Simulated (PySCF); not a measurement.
**Removing an electron from `[SiH3]P([SiH3])[SiH2]CCl`**

Species: CH10ClPSi3.
Numbering: `[SiH3:1][P:2]([SiH3:3])[SiH2:4][CH2:5][Cl:6]` (hydrogens: H7, H8, H9 on Si1; H10, H11, H12 on Si3; H13, H14 on Si4; H15, H16 on C5)

Cartesian coordinates in Å at the PBE0-D3(BJ)/def2-SVP level; atoms count from 1:
```xyz
16
CH10ClPSi3 angstrom
Si     1.4141    2.7815   -0.0087
P      1.3863    0.6458   -0.7726
Si    -0.4358    0.0305    0.4133
Si     2.9052   -0.2852    0.6042
C      4.6311    0.1877   -0.0149
Cl     4.8289    1.9672    0.0520
H     -0.0050    3.2555   -0.0714
H      1.8871    2.8839    1.4041
H      2.2439    3.6357   -0.9027
H     -0.5092   -1.4617    0.4362
H     -1.6401    0.5811   -0.2752
H     -0.4107    0.5335    1.8234
H      2.7679    0.1419    2.0301
H      2.7606   -1.7720    0.5154
H      4.7832   -0.1293   -1.0566
H      5.4216   -0.2618    0.6040
```

Level: B3LYP/def2-SVPD (PySCF). Frontier orbitals with their largest atomic shares (Löwdin; up to four atoms above 4 %):

| orbital | ε (eV) | main atoms |
| --- | --- | --- |
| HOMO−3 | -8.52 | Cl6 44 %, P2 14 %, Si3 9 %, C5 8 % |
| HOMO−2 | -8.38 | P2 29 %, Si1 18 %, Cl6 15 %, Si4 9 % |
| HOMO−1 | -7.98 | Cl6 41 %, C5 18 %, Si4 11 %, P2 8 % |
| HOMO | -7.12 | ? |
| LUMO | -0.67 | Si4 20 %, Cl6 17 %, P2 15 %, C5 10 % |
| LUMO+1 | -0.30 | Si1 24 %, P2 20 %, Si4 10 %, Si3 9 % |
| LUMO+2 | -0.27 | Si3 18 %, P2 17 %, Cl6 15 %, C5 10 % |

What vertical ionisation energy does ΔSCF give, and how far is −ε(HOMO) from it?

ΔSCF: 9.00 eV (869 kJ/mol; threshold wavelength 138 nm); ⟨S²⟩ of the doublet left behind is 0.754, against 0.75 for a pure doublet. −ε(HOMO) is 7.12 eV, 1.88 eV below it. For the exact functional −ε(HOMO) would equal the first vertical ionisation energy; B3LYP (global hybrid, 20 % exact exchange) falls short of its own ΔSCF value by 21 %.

On which atoms does the HOMO lie?

P2 (three-coordinate phosphorus) 60 %, Si4 (SiH2 silicon) 9 %, Si1 (SiH3 silicon) 9 %, Si3 (SiH3 silicon) 9 %, so more than half of it is on one atom. The HOMO−1 lies 0.86 eV lower.

What total energies stand behind the ΔSCF value?

E(N) = -1713.72476 Eh and E(N − 1) = -1713.39394 Eh at the same geometry, 0.33082 Eh apart.

What kinetic energy would electrons from this vertical process carry with He I light (21.218 eV)?

21.22 − 9.00 = 12.22 eV.

One conformer (not necessarily the lowest) at the PBE0-D3(BJ)/def2-SVP geometry, without solvent, vibrations or thermal averaging.
